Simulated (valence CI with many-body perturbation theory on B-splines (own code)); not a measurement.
Ta60+: electric-dipole lines

Computed by configuration interaction combined with many-body perturbation theory (CI+MBPT): three valence electrons over a frozen Dirac-Fock core [Ne], radial functions for each j: 11 s, 11 p, 10 d, 8 f, 5 g, 2 h, with the one-electron correlation potential Σ1, the two-electron term Σ2, the three-electron term Σ3, Breit, model QED; selected CI, second order for the rest, scaled by the run's own slope (own B-spline code, finite nucleus).

The last digits are not significant, and no measured levels were compared; by estimate large intervals hold to a few tenths of a per cent, small ones and those within an open d or f shell to about a per cent.

Lines 1 to 50 of 591 in falling wavelength, among levels below 25588 × 10³ cm⁻¹, chosen from the strongest by gf and those to the six lowest levels. Wavelengths and rates use the calculated energies. Electric multipoles are in the length gauge with retardation, E1 and E2 with the static RPA response of the core. Weak lines are less certain than strong ones. Lines between different terms over intervals too small for the method are left out, as are lines whose strength nearly cancels. The highest levels of a list are the least certain.

Levels are named by their leading jj configuration (3d3/2^4 stands for four electrons in 3d with j = 3/2), which in mixed levels can hold well under half, so a name can repeat and another be missing. Letters in brackets count levels of one name in rising energy.

```
λ vac (Å)                          Upper                       Lower   A (s⁻¹)  S (a.u.)
    182.6     (3s 3p1/2 4p1/2) J=1/2 [a]     (3s 3p1/2 4s) J=1/2 [a]  1.06e+10  6.37e-02
    180.1         (3s 3p1/2 4p1/2) J=3/2         (3s 3p1/2 4s) J=3/2  6.94e+09  8.00e-02
    168.8             (3s^2 4p1/2) J=1/2             (3s^2 4s) J=1/2  1.42e+10  6.75e-02
    146.8     (3s 3p1/2 4p1/2) J=1/2 [b]         (3s 3p1/2 4s) J=3/2  1.87e+10  5.85e-02
    92.45     (3s 3p1/2 3p3/2) J=3/2 [a]          (3s^2 3p3/2) J=3/2  1.97e+09  3.07e-03
    88.48  (3p1/2 3p3/2 3d5/2) J=7/2 [b]  (3s 3p3/2 3d5/2) J=5/2 [b]  1.15e+10  3.14e-02
    88.13          (3p1/2 3d3/2^2) J=5/2          (3s 3d3/2^2) J=3/2  1.18e+10  2.40e-02
    87.09      (3p1/2 3p3/2 3d5/2) J=9/2  (3s 3p3/2 3d5/2) J=7/2 [b]  9.66e+09  3.15e-02
    86.66      (3p1/2 3d3/2 3d5/2) J=9/2  (3s 3d3/2 3d5/2) J=7/2 [b]  2.09e+10  6.71e-02
    83.25  (3p1/2 3d3/2 3d5/2) J=7/2 [a]  (3s 3d3/2 3d5/2) J=5/2 [a]  1.22e+10  2.79e-02
    82.00      (3p1/2 3d3/2 3d5/2) J=9/2      (3s 3d3/2 3d5/2) J=9/2  1.07e+10  2.90e-02
    81.67         (3s 3p1/2 3d5/2) J=7/2          (3s^2 3d5/2) J=5/2  2.22e+10  4.77e-02
    81.61         (3s 3p1/2 3p3/2) J=5/2          (3s^2 3p3/2) J=3/2  1.34e+10  2.15e-02
    80.67          (3p1/2 3d5/2^2) J=9/2          (3s 3d5/2^2) J=7/2  3.62e+10  9.38e-02
    79.31          (3p1/2 3d5/2^2) J=5/2          (3s 3d5/2^2) J=3/2  2.89e+10  4.27e-02
    77.14          (3p1/2^2 3p3/2) J=3/2  (3s 3p1/2 3p3/2) J=3/2 [b]  5.28e+09  4.79e-03
    76.92      (3p1/2 3p3/2 3d5/2) J=9/2  (3s 3p3/2 3d5/2) J=7/2 [a]  1.34e+10  3.01e-02
    76.55     (3s 3p1/2 3d5/2) J=5/2 [b]          (3s^2 3d5/2) J=5/2  1.68e+10  2.23e-02
    75.69             (3s 3p1/2^2) J=1/2          (3s^2 3p1/2) J=1/2  3.62e+10  1.55e-02
    75.29          (3p1/2 3d5/2^2) J=1/2          (3s 3d5/2^2) J=1/2  6.04e+10  2.55e-02
    75.12  (3p1/2 3d3/2 3d5/2) J=5/2 [b]  (3s 3d3/2 3d5/2) J=5/2 [b]  1.96e+10  2.47e-02
    75.03      (3p1/2 3p3/2 3d3/2) J=7/2      (3s 3p3/2 3d3/2) J=7/2  1.79e+10  2.98e-02
    74.69  (3p1/2 3p3/2 3d5/2) J=5/2 [a]  (3s 3p3/2 3d5/2) J=3/2 [a]  2.67e+10  3.30e-02
    73.72          (3p1/2 3d5/2^2) J=3/2          (3s 3d5/2^2) J=5/2  4.39e+10  3.47e-02
    73.41  (3p1/2 3p3/2 3d5/2) J=3/2 [b]      (3s 3p3/2 3d5/2) J=1/2  2.81e+10  2.20e-02
    73.35          (3p1/2^2 3d5/2) J=5/2      (3s 3p1/2 3d5/2) J=3/2  3.58e+10  4.19e-02
    73.21          (3p1/2 3d3/2^2) J=3/2          (3s 3d3/2^2) J=5/2  3.24e+10  2.51e-02
    72.89  (3p1/2 3d3/2 3d5/2) J=7/2 [b]  (3s 3d3/2 3d5/2) J=7/2 [b]  1.52e+10  2.32e-02
    72.70          (3p1/2 3d5/2^2) J=5/2          (3s 3d5/2^2) J=5/2  3.36e+10  3.83e-02
    72.30          (3p1/2 3d5/2^2) J=7/2          (3s 3d5/2^2) J=9/2  4.28e+10  6.38e-02
    71.76     (3s 3p1/2 3p3/2) J=3/2 [b]          (3s^2 3p3/2) J=3/2  2.39e+10  1.74e-02
    71.44  (3p1/2 3p3/2 3d5/2) J=3/2 [a]  (3s 3p3/2 3d5/2) J=5/2 [a]  3.90e+10  2.81e-02
    71.29          (3p1/2^2 3d5/2) J=5/2  (3s 3p1/2 3d5/2) J=5/2 [b]  3.63e+10  3.89e-02
    71.23     (3s 3p1/2 3d3/2) J=3/2 [a]  (3s 3p1/2 3p3/2) J=3/2 [b]  2.57e+10  1.84e-02
    70.56          (3p1/2 3d5/2^2) J=9/2          (3s 3d5/2^2) J=9/2  2.94e+10  5.09e-02
    70.08             (3s^2 3p3/2) J=3/2          (3s 3p1/2^2) J=1/2  2.14e+08  1.45e-04
    69.68  (3p1/2 3p3/2 3d5/2) J=5/2 [a]  (3s 3p3/2 3d5/2) J=5/2 [a]  2.76e+10  2.76e-02
    69.56  (3p1/2 3d3/2 3d5/2) J=7/2 [b]      (3s 3d3/2 3d5/2) J=9/2  4.67e+10  6.20e-02
    68.58          (3p1/2 3p3/2^2) J=5/2          (3s 3p3/2^2) J=5/2  2.68e+10  2.56e-02
    68.48  (3p1/2 3p3/2 3d5/2) J=7/2 [b]  (3s 3p3/2 3d5/2) J=7/2 [a]  2.34e+10  2.97e-02
    68.28          (3p1/2^2 3p3/2) J=3/2      (3s 3p1/2 3p3/2) J=5/2  3.94e+10  2.48e-02
    67.89         (3s 3p1/2 3p3/2) J=1/2          (3s^2 3p3/2) J=3/2  3.08e+10  9.50e-03
    67.63  (3p1/2 3p3/2 3d5/2) J=5/2 [b]  (3s 3p3/2 3d5/2) J=7/2 [a]  3.37e+10  3.09e-02
    67.45          (3p1/2^2 3d3/2) J=3/2      (3s 3p1/2 3d3/2) J=5/2  7.32e+10  4.43e-02
    67.36          (3p1/2^2 3d5/2) J=5/2      (3s 3p1/2 3d5/2) J=7/2  6.78e+10  6.13e-02
    67.20  (3p1/2 3p3/2 3d5/2) J=7/2 [a]      (3s 3p3/2 3d5/2) J=9/2  5.18e+10  6.20e-02
    66.86          (3p1/2 3p3/2^2) J=3/2          (3s 3p3/2^2) J=5/2  5.11e+10  3.02e-02
    66.58         (3s 3p1/2 3d3/2) J=5/2  (3s 3p1/2 3p3/2) J=3/2 [b]  6.89e+09  6.02e-03
    65.60  (3p1/2 3d3/2 3d5/2) J=5/2 [b]  (3s 3d3/2 3d5/2) J=7/2 [a]  2.79e+10  2.34e-02
    65.41  (3p1/2 3p3/2 3d3/2) J=5/2 [b]      (3s 3p3/2 3d3/2) J=7/2  5.90e+10  4.89e-02
```
